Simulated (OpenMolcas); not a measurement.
**Lines of B: computed and rescaled rates**

```
Program             : OpenMolcas 26.06
Method              : SS-RASPT2, IPEA 0.25 Eh, imaginary shift 0.1 Eh (closed shells correlated: 1s)
Basis               : ANO-RCC-VQZP [5s4p3d2f1g]
Scalar Hamiltonian  : DKH2, point nucleus
Active space        : 3 electrons in 9 orbitals (RAS2 2s 2p; RAS3 3d, at most 2 electrons)
State averaging     : 2S+1 = 4 odd, 1 root (0 in the spin-orbit step); 2S+1 = 2 odd, 3 roots; 2S+1 = 4 even, 3 roots; 2S+1 = 2 even, 5 roots
Spin-orbit coupling : state interaction with AMFI integrals over the reference wave functions, term energies averaged over their components
```

Rates come from the transition moments of the reference wave functions (E1 in the length form). At fixed line strength A goes as λ^-3 for E1 and M1 and as λ^-5 for E2, so a rate at the computed wavelength can be rescaled to the measured one. Measured vacuum wavelengths follow from level energies in NIST Handbook of Basic Atomic Spectroscopic Data. Branching counts E1 and M1 decays inside the model space alone, at computed energies, and the table is only a selection of the E1 lines, drawn from those between levels with measured partners whose computed energy lies within a factor of 1.5 of the measured one.

```json
{"Upper": "2s 2p2 2D 5/2", "Lower": "2s2 2p 2P* 3/2", "Type": "E1", "λ computed (nm)": "205.4", "λ measured (nm)": "209", "A computed (s-1)": "1.03e+08", "A rescaled (s-1)": "9.78e+07", "Branching %": "100.0"}
{"Upper": "2s 2p2 2D 3/2", "Lower": "2s2 2p 2P* 1/2", "Type": "E1", "λ computed (nm)": "205.4", "λ measured (nm)": "209", "A computed (s-1)": "8.56e+07", "A rescaled (s-1)": "8.13e+07", "Branching %": "83.3"}
{"Upper": "2s 2p2 2D 3/2", "Lower": "2s2 2p 2P* 3/2", "Type": "E1", "λ computed (nm)": "205.4", "λ measured (nm)": "209", "A computed (s-1)": "1.71e+07", "A rescaled (s-1)": "1.62e+07", "Branching %": "16.7"}
{"Upper": "2s 2p2 4P 5/2", "Lower": "2s2 2p 2P* 3/2", "Type": "E1", "λ computed (nm)": "351.9", "λ measured (nm)": "346.4", "A computed (s-1)": "2.33e+00", "A rescaled (s-1)": "", "Branching %": "100.0"}
{"Upper": "2s 2p2 4P 3/2", "Lower": "2s2 2p 2P* 1/2", "Type": "E1", "λ computed (nm)": "351.8", "λ measured (nm)": "346.3", "A computed (s-1)": "3.24e-01", "A rescaled (s-1)": "", "Branching %": "83.4"}
{"Upper": "2s 2p2 4P 3/2", "Lower": "2s2 2p 2P* 3/2", "Type": "E1", "λ computed (nm)": "352", "λ measured (nm)": "346.5", "A computed (s-1)": "6.47e-02", "A rescaled (s-1)": "", "Branching %": "16.6"}
```

Spin-changing lines and M1 lines between different terms are not rescaled, since their strength hangs on the term gaps too.

The largest correction is for 2s 2p2 2D 5/2 → 2s2 2p 2P* 3/2 (E1): 1.03e+08 × (205.4 / 209)^3 = 9.78e+07 s-1, a factor of 0.95.

The computed rate and branching of 2s 2p2 2D 5/2 → 2s2 2p 2P* 3/2 give the upper level a radiative lifetime of 1.000 / 1.03e+08 s-1 = 9.71e-09 s, counting decays inside the model space alone. The rescaled rate gives about 1.0e-08 s.

The computed order of these levels differs from the measured one in 1 place, and where term gaps are wrong the rates of spin-changing lines can be off by large factors.

No measured rate stands beside these. Rescaling mends the energy factor alone: line strengths can still be far off where a level mixes with configurations outside the active space, and weak or spin-changing lines hang on small mixing coefficients that depend on the term gaps too, so rescaling need not improve them.

Active for correlation alone: 3d; no level in the range computed is led by a configuration that fills it, so any true level of that kind is missing. Measured partners are found by configuration, term and J. A level has none where our copy of the source lacks it or the pairing is in doubt (some pairs that miss far off the trend of their configuration count as doubtful). Only configurations of the active space appear.

* marks odd parity.
